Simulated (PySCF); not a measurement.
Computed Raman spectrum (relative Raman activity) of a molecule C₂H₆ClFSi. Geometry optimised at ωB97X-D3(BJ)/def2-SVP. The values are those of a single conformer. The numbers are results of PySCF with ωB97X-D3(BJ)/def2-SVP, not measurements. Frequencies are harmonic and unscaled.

Lines under 2 % of the strongest are left out, and lines within 2 cm⁻¹ are merged.

ν (cm⁻¹): 526 (vw), 688 (w), 1431 (w), 1439 (w), 3072 (vs), 3175 (s), 3184 (s) (against the strongest line: vs over 80 %, s over 45 %, m over 15 %, w over 4 %, vw less)

### Question
Pick the molecule that these values belong to.
A. CC[Si@@H](F)Cl
B. F[C@H]([SiH3])CCl
C. F[SiH2]CCCl
D. C[Si](C)(F)Cl

### Answer
D, C[Si](C)(F)Cl
